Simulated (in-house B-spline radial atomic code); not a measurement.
Results of a calculation; reference values are marked as such.
B ion on W atom: potential, deflection and energy transfer

The pair potential comes from two frozen, spherical free-atom densities (PBE, B-spline radial code, scalar-relativistic past argon): electrostatics plus the change in Thomas-Fermi kinetic and Dirac exchange energy where they overlap, the recipe behind the universal ZBL potential, which averages such potentials (from solid-state densities) over many pairs. It is written V = (Z1 Z2 e²/r) φ(r/a), with e² = 14.3996 eV·Å and a = 0.46850 Å/(Z1^0.23 + Z2^0.23); ZBL's fit is φ = 0.18175 e^(−3.1998x) + 0.50986 e^(−0.94229x) + 0.28022 e^(−0.4029x) + 0.02817 e^(−0.20162x). Where φ falls below 4e-4 it is continued as an exponential.

Masses 10.81 and 183.84 u.

| x = r/a | φ, this pair | φ, ZBL |
| --- | --- | --- |
| 0.1 | 0.8728 | 0.8928 |
| 0.5 | 0.5881 | 0.6096 |
| 1.5 | 0.2853 | 0.2995 |
| 3 | 0.1214 | 0.1292 |
| 5 | 0.04949 | 0.05224 |
| 8 | 0.01769 | 0.01705 |
| 12 | 0.005495 | 0.00474 |
| 17 | 0.001248 | 0.001212 |

At x = 0.5 the electrostatic, kinetic and exchange parts are 48069.46, 7516.63 and -217.47 eV. Find r, V and φ.

a = 0.46850/(1.4480 + 2.6911) = 0.11319 Å, so r = 0.05660 Å. V = 48069.46 + 7516.63 + (-217.47) = 55368.62 eV. The bare repulsion is 5 × 74 × 14.3996/0.05660 = 94140 eV, so φ = 0.5882, -3.5 % against ZBL's 0.6096. The kinetic (Pauli) term is 14 % of V here.

The ion comes in at 0.4984 keV with impact parameter 0.0566 Å. The scattering integral gives a centre-of-mass angle of 164° and a closest approach of 5 a. What are the reduced energy, the energy passed on and the laboratory angles?

ε = E a M2/(Z1 Z2 e² (M1 + M2)) = 498.4 × 2.0065e-05 = 0.01. The most that one collision can pass on is γE with γ = 4 M1 M2/(M1 + M2)² = 0.2098. Here T = γE sin²(θ/2) = 0.2098 × 498.4 × 0.9806 = 102.5 eV. The ion turns by arctan(sin θ/(cos θ + M1/M2)) = 163.0° (second quadrant: it bounces back), and the struck atom leaves at (180° − θ)/2 = 8.0°. The closest approach is 0.566 Å. With ZBL the angle would be 164.45° and T = 102.6 eV.
